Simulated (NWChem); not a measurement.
System: CH₄Cl₂Si; SMILES C[SiH](Cl)Cl

Program: NWChem. The geometry was optimised at PBE0/def2-SVP.

Diagonal of the polarisability tensor at PBE0/def2-SVPD, static: 67.42, 57.45, 71.77 bohr³.

### Question
Find the mean polarisability volume, the molar refraction, and the refractive index that an ideal gas of it would have at 273.15 K and 1 atm.

### Answer

1. Mean: one third of the trace = 65.55 bohr³ × 0.14818 Å³/bohr³ = 9.71 Å³.
2. Molar refraction (Lorentz-Lorenz): (4π/3) N_A α = 24.5 cm³/mol.
3. Number density p/kT = 2.687 × 10⁻⁵ Å⁻³; n − 1 = 2π N α = 16.40 × 10⁻⁴.
4. These hold the electronic response alone: vibrational and orientational terms add to the static dielectric constant.
